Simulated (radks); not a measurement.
Polarisability of the potassium ion K6+, [Ne] 3s2 3p1, at imaginary frequency. Calculated with a radial shooting solver on a logarithmic mesh with Libxc functionals: non-relativistic Kohn-Sham, exchange-only LDA, spin-polarised, spherical densities, point nucleus; open shells are filled with parallel spins first. Response by self-consistent Sternheimer equations with the Hartree and adiabatic exchange-only LDA kernel.

w (hartree)  alpha1(iw) (bohr^3)
0.00266                    1.682
0.0143                     1.681
0.0360                     1.679
0.0697                     1.673
0.118                      1.657
0.186                      1.621
0.280                      1.551
0.413                      1.426
0.605                      1.224
0.892                     0.9471
1.35                      0.6363
2.12                      0.3633
3.59                      0.1762
6.94                     0.07234
17.5                     0.02114

Static values: alpha1 = 1.682 bohr^3 (0.2492 angstrom^3; uncoupled 2.848). C6 = 2.239, triple-dipole C9 = 2.710 atomic units. One-pole (London) frequency 4 C6 / (3 alpha1^2) = 1.056 hartree, against 3.937 for minus the highest occupied eigenvalue. The dipole shielding factor is 0.684, as the force sum rule N/Z = 0.684 demands.
